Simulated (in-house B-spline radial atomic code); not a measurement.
Response and correlation along the 18-electron series, closed shell [Ne] 3s2 3p6; the second-order energy is extrapolated in partial waves. Computed with an all-electron radial atomic-structure program (B-spline basis): relativistic RPA and second-order many-body perturbation theory on Dirac-Hartree-Fock.

| ion | Z | dipole polarisability (bohr³) | quadrupole polarisability (bohr⁵) | ratio of RPA to uncoupled dipole | second order correlation energy (Eh) | C6 of two such ions (Eh bohr⁶) |
| --- | --- | --- | --- | --- | --- | --- |
| Ce40+ | 58 | 0.01118 | 0.00044383 | 0.94351 | -1.0774 | 0.0012075 |
| Pr41+ | 59 | 0.010387 | 0.00039106 | 0.94484 | -1.0821 | 0.0010734 |
| Nd42+ | 60 | 0.009661 | 0.00034528 | 0.94618 | -1.0866 | 0.00095614 |
| Pm43+ | 61 | 0.0089959 | 0.00030547 | 0.94752 | -1.0909 | 0.00085337 |
| Sm44+ | 62 | 0.0083853 | 0.00027076 | 0.94886 | -1.0952 | 0.00076307 |
| Eu45+ | 63 | 0.0078241 | 0.00024042 | 0.9502 | -1.0993 | 0.00068355 |

**Question.** How fast does the dipole polarisability fall along the series?

**Answer.** From 0.01118 to 0.007824 bohr³; a fit of its logarithm against log Z from Z = 58 to 63 has slope -4.32.
